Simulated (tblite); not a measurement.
A tight-binding relaxation on `C(#CC#C[Se]C)S(=O)(C)=O`.

Computed with GFN2-xTB geometry optimisation, gas phase (tblite 0.8.0). Start geometry: from a force field or distance geometry. A driver script takes a list of jobs; this job's settings line and coordinates (Å) are shown.

Input:
```
{"job": {"kind": "relax", "xc": "GFN2-xTB", "basis": "xTB"}, "charge": 0, "multiplicity": 1}
C      4.981600    -0.518100    -0.201000
Se     4.115200     1.194700     0.122500
C      2.259800     0.845100     0.316100
C      1.055000     0.650100     0.405200
C     -0.334900     0.421000     0.552700
C     -1.532100     0.237400     0.638300
S     -3.241100    -0.026000     0.744500
C     -3.805400    -0.274500    -0.929100
O     -3.531500    -1.208200     1.620100
O     -3.902700     1.205500     1.299900
H      5.067600    -0.748900    -1.301700
H      6.043400    -0.387100     0.124600
H      4.539300    -1.345400     0.372000
H     -3.763900     0.701800    -1.474800
H     -4.826800    -0.699100    -0.885600
H     -3.131400    -0.998000    -1.415100
```

Output:
```
step      E/eV     max force
  0    -823.33679    5.192
  1    -823.71950    1.957
  2    -823.76695    2.083
  3    -823.82775    0.593
  4    -823.85760    0.712
  5    -823.88295    1.654
  6    -823.90458    0.704
  7    -823.92147    0.578
  8    -823.94302    0.605
  9    -823.95500    0.369
... (63 lines left out)
 73    -824.03574    0.033
 74    -824.03590    0.034
 75    -824.03605    0.048
 76    -824.03624    0.053
 77    -824.03645    0.046
 78    -824.03666    0.049
 79    -824.03678    0.036
 80    -824.03684    0.021
 81    -824.03686    0.012
 82    -824.03688    0.007
```

«max force» is the largest atomic force in eV/Å.

**Question.** From which step on does the largest force stay under 0.1 eV/Å, and how much energy is left to gain from there?

**Answer.** From step 35 (0.087 eV/Å), 17.7 meV above the end.

Main results: energy lowered by 16.1 kcal/mol over 82 steps; largest atomic force 0.007 eV/Å at the end.

**Question.** Give the final coordinates.

**Answer.** 0.306 Å rms from the input after alignment:
```
atom  x, y, z in Å
C1     4.7130   -0.5204   -0.1380
Se2    4.0832    1.3007    0.2375
C3     2.3201    0.9283    0.3024
C4     1.1182    0.7391    0.3615
C5    -0.2051    0.4841    0.4511
C6    -1.3958    0.2523    0.4776
S7    -3.0817   -0.0918    0.7586
C8    -3.7146   -0.2835   -0.9298
O9    -3.1610   -1.3517    1.4409
O10   -3.6710    1.0676    1.3635
H11    4.3502   -0.8323   -1.1141
H12    5.7992   -0.4891   -0.1335
H13    4.3526   -1.1908    0.6377
H14   -3.5037    0.6245   -1.4811
H15   -4.7843   -0.4468   -0.8665
H16   -3.2270   -1.1398   -1.3792
```

On an Arm Neoverse V1 with one thread, no GPU, shared host with 32 logical CPUs at a one-minute load of 23, this took 0.74 s wall.
Labels such as C1 count atoms from 1, the log's own numbers from 0.
